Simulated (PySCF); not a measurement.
Spinor energies of Au(2+) (gold, charge +2)

Start: [Xe] 4f14 5d9; 5d3/2 filled at m_j = -3/2, -1/2, +1/2, +3/2; 5d5/2 filled at m_j = -3/2, -1/2, +1/2, +3/2, +5/2. Calculated with PySCF 2.14 in x2c-TZVPall-2c (11s11p10d2f, 108 functions): generalised Hartree-Fock with the X2C-1e Hamiltonian and a Gaussian nucleus; one run each with spin-orbit coupling (SO) switched off, then screened by Boettger's factors.

```tsv
spinor shell	electrons	ε, spin-free (eV)	ε, screened SO (eV)	weight of nominal j (screened SO)	rms radius, screened SO (bohr)
1s1/2	2	-81198.7	-81167.4	1.000	0.0190
2s1/2	2	-14497.0	-14487.0	1.000	0.0768
2p1/2	2	-12547.8	-13869.6	1.000	0.0651
3s1/2	2	-3507.0	-3503.6	1.000	0.196
3p1/2	2	-2932.6	-3226.9	1.000	0.188
3p3/2	4	-2932.6	-2814.5	1.000	0.204
3d3/2	4	-2309.2	-2360.5	1.000	0.179
3d5/2	6	-2309.2	-2272.3	1.000	0.183
4s1/2	2	-814.92	-813.83	1.000	0.433
4p1/2	2	-623.41	-694.76	1.000	0.438
4p3/2	4	-623.41	-594.50	1.000	0.471
4d3/2	4	-388.29	-399.40	1.000	0.485
4d5/2	6	-388.29	-380.02	1.000	0.497
5s1/2	2	-149.24	-149.05	1.000	0.998
4f5/2	6	-125.37	-127.07	0.999	0.544
4f7/2	8	-125.37	-123.21	0.999	0.546
5p1/2	2	-96.011	-108.85	0.999	1.08
5p3/2	4	-96.011	-90.757	0.999	1.18
5d3/2	4	-33.578	-34.838	0.970	1.57
5d5/2	5	-33.578	-32.639	0.975	1.63
```

Task: Where does 2p3/2 lie, and what is the 2p spin-orbit splitting (screened SO)?

Result: At -12028.4 eV, 1841.1 eV above 2p1/2.

| quantity | spin-free | screened SO |
| --- | --- | --- |
| E (hartree) | -18996.42049 | -19025.88005 |
| M_J | 5/2 | 5/2 |
| ⟨J²⟩ | 8.797 | 8.816 |
| ⟨L²⟩ | 6.038 | 6.213 |
| ⟨S²⟩ | 0.760 | 0.932 |

Each row is a mean over spinors that exchange with the open shell spreads, by up to 4.639 eV (5p3/2).

⟨J²⟩ departs a little from M_J(M_J + 1) because the unrestricted spinors polarise the closed shells.

Breit and QED terms are absent; they matter most for the inner s and p1/2 levels.

Densities and radii are taken from the X2C orbitals without a picture-change correction, which distorts them close to the nucleus.

Without spin-orbit coupling the j labels of p, d and f shells carry no meaning; the spin-free column gives the mean over the occupied spinors of each nl shell.
